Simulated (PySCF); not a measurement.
Vibration and rotation of LaH

RHF-CCSD(T) constants of LaH, singlet, about 0.0 electrons in the 4f shell (Mulliken) (PySCF, spin-free X2C with a Gaussian nucleus, basis sets La x2c-SVPall, H x2c-SVPall; masses 138.9063 and 1.0078 u):

- ωe: 1412.2 cm⁻¹
- ωexe: 13.0 cm⁻¹
- Be: 4.1613 cm⁻¹
- αe: 0.0968 cm⁻¹
- D (centrifugal): 0.000145 cm⁻¹

(1) Give the vibrational terms G(v) and spacings up to v = 3.

Correlated steps freeze 18 core orbitals. These are scalar-relativistic numbers at best; spin–orbit coupling would shift them, the dissociation energy most.

Results:

(1) G(v) = ωe(v+½) − ωexe(v+½)².

| v | G(v) (cm⁻¹) | G(v) − G(v−1) | Bv (cm⁻¹) |
| --- | --- | --- | --- |
| 0 | 703 |  | 4.113 |
| 1 | 2089 | 1386 | 4.016 |
| 2 | 3449 | 1360 | 3.919 |
| 3 | 4783 | 1334 | 3.822 |
